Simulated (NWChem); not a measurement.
## Plane-wave run on MgSe (rocksalt type)

```
CELL_PARAMETERS angstrom
      0.00000     2.67352     2.67352
      2.67352     0.00000     2.67352
      2.67352     2.67352     0.00000
ATOMIC_POSITIONS crystal
  Se 0.00000 0.00000 0.00000
  Mg 0.50000 0.50000 0.50000
```

All runs are NWChem calculations. Origin of the cell: lattice set by a structure generator, not relaxed at this level.

Norm-conserving pseudopotentials with valence charges Se 6, Mg 2, fixed occupations, no spin-orbit coupling, density cut at twice the wavefunction cutoff.

The filled d shells of Se are in the core.

The program generates the PBEsol runs' potentials with LDA.

Level: PBEsol, default library, cutoff 25 Ha, density from a 4×4×4 mesh. Bands run along Γ–X–U|K–Γ–L–W–X with k in units of the cell's reciprocal vectors.

### Question
What gap does the band structure show, and how wide is the group of occupied bands?

### Answer
It shows an indirect gap along this path of 1.60 eV from Γ to X (smallest direct gap on this path 2.77 eV). The 4 occupied bands reach 13.3 eV below the valence-band top.
